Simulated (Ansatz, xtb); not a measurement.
## CF2Si2: which of two structures lies lower

We compare X, a triplet given by its coordinates, with Y, a triplet given by its coordinates. Both are isolated molecules in the gas phase, relaxed with PBE0-D3(BJ)/def2-SVP.

X (Å):

```xyz
5

C    -1.6921   -1.0533   -1.5759
F    -4.5644   -1.5351   -1.8602
F     0.7548   -0.8711    0.0186
Si   -3.2576   -1.4586   -0.9015
Si   -0.8410   -1.1569   -0.0480
```

Close contacts (Å): C1–Si4 1.75, C1–Si5 1.75, F2–Si4 1.62, F3–Si5 1.62, Si4–Si5 2.58.

Y (Å):

```xyz
5

C    -1.5553   -1.2635    0.0845
F    -2.6708    0.3623   -1.9279
F    -1.9352   -2.0514   -2.5935
Si   -2.6084   -1.1729   -1.4073
Si   -0.7261   -1.4221    1.5743
```

Close contacts (Å): C1–Si4 1.83, C1–Si5 1.71, F2–Si4 1.62, F3–Si4 1.62.

Problem. Estimate E(Y) − E(X) at the level CCSD(T)/def2-SVP.

Solution. Calculated at CCSD(T)/def2-SVP: E(Y) − E(X) = −29.6 kJ/mol, so structure Y lies lower.

How the difference moves with the method:

| level | geometry | E(Y) − E(X) (kJ/mol) | departure from the last row (kJ/mol) | job, with rough time for the two |
| --- | --- | --- | --- | --- |
| PBE0-D3(BJ)/def2-SVP | PBE0-D3(BJ)/def2-SVP | −12.9 | +16.7 | optimisation, 81 s |
| HF/def2-SVP | PBE0-D3(BJ)/def2-SVP | −90.6 | −61.0 | part of the CCSD(T) run |
| MP2/def2-SVP | PBE0-D3(BJ)/def2-SVP | −5.8 | +23.8 | part of the CCSD(T) run |
| CCSD(T)/def2-SVP | PBE0-D3(BJ)/def2-SVP | −29.6 |  | single point, 28 s |

None of the levels shown reverses the order. The largest departure from CCSD(T)/def2-SVP is that of HF/def2-SVP, 61.0 kJ/mol. At CCSD(T)/def2-SVP a singlet with the links of Y lies below this triplet. Levels run at GFN2-xTB geometries aren't shown. The triplet state of X needn't be its ground state.

With harmonic frequencies from PBE0-D3(BJ)/def2-SVP (ideal gas, rigid rotor, one conformer each, 1000 K, 1 atm): on the last row, ΔE + ΔZPE = −29.0 kJ/mol. A mode under 50 cm⁻¹ makes harmonic enthalpies and free energies unreliable, so none is given.

Open shells are spin-unrestricted. The correlated steps freeze 13 core orbitals. Run with Ansatz 0.2.0; the last row on 1 thread of Intel(R) Xeon(R) 6975P-C (Granite Rapids) on a shared host.
